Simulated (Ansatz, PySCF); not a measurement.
System: H₇Si₃O (charge 0, doublet). SMILES: O[Si]([SiH3])[SiH3]
Geometry: optimised at B3LYP-D3(BJ)/def2-TZVP (Ansatz, a program for electronic structure).

Wanted: atomisation energy, in kcal/mol. Terms: atomisation electronic, to ground-state atoms; 6-31G* and kin with 6d, 5d where marked; open shells spin-unrestricted; 6-311+G** with 5d, 6d on Na to Ar in Ansatz; dispersion terms only where a functional's name holds one; non-relativistic; frozen cores in correlated levels; spin-orbit terms left out; LANL2DZ with its own core potentials from Na on. CBS(X,Y): correlation extrapolated as X^-3; Hartree-Fock from the larger set. First-principles rows: single points at B3LYP-D3(BJ) geometries (Ansatz).

Coupled cluster (Ansatz) is a level with limits of its own, used here on species with T1 under 0.025 (0.045 for open shells) and stable references: CCSD(T)/CBS(cc-pV(T+d)Z,cc-pV(Q+d)Z).

Value to compare with, CCSD(T)/CBS(cc-pV(T+d)Z,cc-pV(Q+d)Z) (Ansatz): 793.9 kcal/mol.

```csv
level,program,atomisation energy (kcal/mol),difference
HF/STO-3G,Ansatz,774.2,-19.7
PBE/STO-3G,Ansatz,1039.0,245.1
PBE/LANL2DZ,Ansatz,748.1,-45.8
BP86/6-31G* (5d),PySCF,787.4,-6.5
B3LYP/6-31G*,Ansatz,765.2,-28.7
B3LYP/def2-SVP,Ansatz,771.2,-22.7
B3LYP/cc-pVDZ,Ansatz,755.5,-38.4
PBE0/6-31G*,Ansatz,763.1,-30.8
M06-2X/6-311+G**,PySCF,774.3,-19.6
MP2/3-21G,Ansatz,600.8,-193.1
PBE/def2-TZVPD,Ansatz,782.3,-11.6
B3LYP/def2-TZVPD,Ansatz,780.5,-13.4
wB97M-V/def2-TZVPD,Ansatz,788.6,-5.3
```

Among the 10 habitual levels, PBE/STO-3G lies farthest from CCSD(T)/CBS(cc-pV(T+d)Z,cc-pV(Q+d)Z) (Ansatz) (245.1 kcal/mol) and BP86/6-31G* (5d) nearest (-6.5); 1 of 10 lie above it, and their mean absolute difference is 65.0 kcal/mol, the median 29.8. One case shows no general order.

The levels are drawn from those run, B3LYP/6-31G* more often than the rest, none by its result; left out are runs that failed, that the program found above a lower state of the same kind, or whose <S^2> lies over 0.5 above the pure value.
